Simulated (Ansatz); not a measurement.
The cluster Ag₂Cl₂⁻. Total charge -1; quartet. Geometry r2SCAN-D4/def2-SVPD; atoms count from 1.

```xyz
4

Ag    0.301   -0.805    0.562
Ag   -0.360    1.893    1.696
Cl   -0.424    1.124   -0.819
Cl    0.483   -2.212   -1.440
```

In the def2 sets Ag takes a core potential; there is no spin–orbit coupling. At PBE0-D4/def2-TZVPD a doublet of charge -1 lies 3.70 eV below the quartet, each at its own geometry. The structure comes from a short search, and lower isomers may exist.

Q: Estimate the Mulliken populations from the PBE0/def2-TZVPD orbitals of Ansatz.

A: 
```
atom  charge (e)  spin (α − β)  d electrons
 Ag1       -0.17          1.25         9.62
 Ag2       -0.22          1.09         9.92
 Cl3       -0.29          0.33            –
 Cl4       -0.31          0.33            –
```
Mulliken values and Mayer orders depend strongly on the basis. With diffuse functions, as here, like atoms can get unlike values, and bond orders can come out too low or too high.

Q: Where does the spin sit?

A: Summed by element: Ag 2.34, Cl 0.66, of 3 unpaired in all. Largest on single atoms: Ag1 1.25, Ag2 1.09, Cl4 0.33.

Q: And the Mayer bond orders between bonded heavy atoms (over 0.3)?

A: Ag1–Ag2 0.46 (3.00 Å); Ag1–Cl3 0.51 (2.48 Å); Ag1–Cl4 0.51 (2.45 Å).
